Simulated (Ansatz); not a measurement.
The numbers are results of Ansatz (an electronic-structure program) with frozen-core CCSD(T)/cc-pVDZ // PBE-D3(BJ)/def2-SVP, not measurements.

Ansatz 0.2 input:
```yaml
crystal:
  periodic: [false, false, false]
  atoms:
    - { symbol: C, position_ang: [-2.471207, 0.608798, 0.000221] }
    - { symbol: C, position_ang: [-1.383338, 0.089653, 0.948316] }
    - { symbol: Si, position_ang: [0.33879, -0.117337, 0.129538] }
    - { symbol: Si, position_ang: [1.129527, 1.935407, -0.708931] }
    - { symbol: Si, position_ang: [1.914392, -0.922959, 1.679354] }
    - { symbol: Si, position_ang: [0.244389, -1.638346, -1.664881] }
    - { symbol: H, position_ang: [-3.44727, 0.711843, 0.518193] }
    - { symbol: H, position_ang: [-2.210808, 1.603638, -0.416805] }
    - { symbol: H, position_ang: [-2.623833, -0.073852, -0.861266] }
    - { symbol: H, position_ang: [-1.665864, -0.898171, 1.37285] }
    - { symbol: H, position_ang: [-1.254642, 0.772521, 1.816052] }
    - { symbol: H, position_ang: [1.191198, 2.968274, 0.388083] }
    - { symbol: H, position_ang: [2.513236, 1.761913, -1.278074] }
    - { symbol: H, position_ang: [0.234309, 2.464291, -1.80047] }
    - { symbol: H, position_ang: [3.260497, -1.078555, 1.022267] }
    - { symbol: H, position_ang: [2.057096, 0.029371, 2.839402] }
    - { symbol: H, position_ang: [1.490971, -2.263998, 2.222834] }
    - { symbol: H, position_ang: [-0.290106, -2.970702, -1.203014] }
    - { symbol: H, position_ang: [-0.649557, -1.132017, -2.768112] }
    - { symbol: H, position_ang: [1.622222, -1.849772, -2.235552] }
basis:
  gaussian: { orbitals: cc-pVDZ }
correlation:
  method: ccsd_t
```

Output:

```
Functional definition: HF
1594 factors; integrals over basis functions are off by at most 1.1e-3 eV
mean field evaluation 1: about -33728.0301 eV, gradient 2.8e1 eV
mean field evaluation 2: about -33728.1570 eV, gradient 2.8e1 eV
mean field evaluation 4: about -33731.4523 eV, gradient 4.1e0 eV
mean field evaluation 8: about -33731.5211 eV, gradient 1.6e-1 eV
mean field evaluation 16: about -33731.3779 eV, gradient 4.4e-1 eV
mean field -33731.52123035 eV, -1239.6105411693 hartree, gradient 3.7e-6 eV, S^2 0.000000; 0 other end points of the search recorded, 0 dependent functions left out
22 core orbitals not correlated
reference -33731.52123035 eV, -1239.6105411693 hartree; 19, 19 occupied and 129, 129 virtual orbitals, 1594 factors
second order -19.26398649 eV of doubles, -0.00000000 eV of singles
cycle   1  -21.47478106 eV  change    -2.2e0 eV  update   1.2e-1
cycle   2  -22.31421042 eV  change   -8.4e-1 eV  update   3.8e-2
cycle   3  -22.38783872 eV  change   -7.4e-2 eV  update   1.2e-2
cycle   4  -22.38348284 eV  change    4.4e-3 eV  update   3.8e-3
cycle   5  -22.38204017 eV  change    1.4e-3 eV  update   1.1e-3
cycle   6  -22.38157617 eV  change    4.6e-4 eV  update   3.2e-4
cycle   7  -22.38147261 eV  change    1.0e-4 eV  update   8.4e-5
cycle   8  -22.38147570 eV  change   -3.1e-6 eV  update   2.9e-5
perturbative correction -0.67321245 eV, -0.0247401012 hartree
Total energy: -33754.57591851 eV, -1240.4577853319 hartree
```

Cost: roughly 2.7 core-minutes.
